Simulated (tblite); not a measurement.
C₄H₅NOS.
Atom-mapped SMILES: `[CH3:1][O:2][c:3]1[cH:4][s:5][cH:6][n:7]1` (hydrogens: H8, H9, H10 on C1; H11 on C4; H12 on C6)

Computed with GFN2-xTB (tblite), gas phase: nudged elastic band of 9 images (0 to 8), spring 0.2 eV/Å², climbing image at the end, force threshold 0.05 eV/Å. The top image wasn't refined or checked by frequencies; at this threshold it can lie a kcal/mol or more above the true saddle point of the method.

The band describes a rotation about C3–O2 (aromatic carbon bearing oxygen, aryl ether oxygen), followed by the dihedral C4–C3–O2–C1, from the optimised start (180°) to a second optimised geometry at 0°.

Q: Give the energy profile along the converged band.

A: 
| image | dihedral (°) | E (kJ/mol) | C3–O2 (Å) | C4···C1 (Å) | largest true force (eV/Å) |
| --- | --- | --- | --- | --- | --- |
| 0 | 180 | 0.00 | 1.343 | 3.63 | 0.01 |
| 1 | -161 | 2.45 | 1.344 | 3.61 | 0.04 |
| 2 | -139 | 8.92 | 1.347 | 3.53 | 0.05 |
| 3 | -116 | 17.36 | 1.352 | 3.39 | 0.05 |
| 4 | -91 | 23.56 | 1.356 | 3.22 | 0.05 |
| 5 | -67 | 24.36 | 1.355 | 3.07 | 0.04 |
| 6 | -42 | 20.07 | 1.350 | 2.96 | 0.05 |
| 7 | -20 | 13.52 | 1.345 | 2.89 | 0.05 |
| 8 | 0 | 10.13 | 1.344 | 2.84 | 0.00 |

Barriers of this band. The top is image 5 at -67°: 24.36 kJ/mol forward and 14.23 kJ/mol back; the end lies 10.13 kJ/mol above the start. The central bond is 0.012 Å longer at the top than at the start.

Q: What rate follows at 350 K for crossing this barrier forward?

A: Taking the electronic barrier for the free energy of activation (no zero-point or entropy terms, transmission 1), rate = (kT/h)·exp(−ΔE/kT) ≈ 2 × 10^9 s⁻¹, whose inverse is 6 × 10^-10 s. An error of 1 kcal/mol in the barrier changes this by a factor of 4, and the method and the loose band can each miss by that much or more.

Q: How would the two end points share their population at 350 K, from these energies alone?

A: exp(−ΔE/kT) with ΔE = 0.105 eV gives 0.031 for the higher one (end) against 1 for the lower, without vibrational, rotational or degeneracy terms.

Q: How long is the path, and how are the images spaced?

A: Cartesian distances between aligned neighbours (all atoms, Å): 0.67, 0.70, 0.72, 0.74, 0.73, 0.80, 0.76, 0.71; the sum is 5.82 Å, and the top lies 61 % of the way along.

The cost below is that of the whole band run. Time: 3.0 s; peak memory 0.18 GiB. Hardware: AMD EPYC 7B13, one thread, no GPU (shared host).
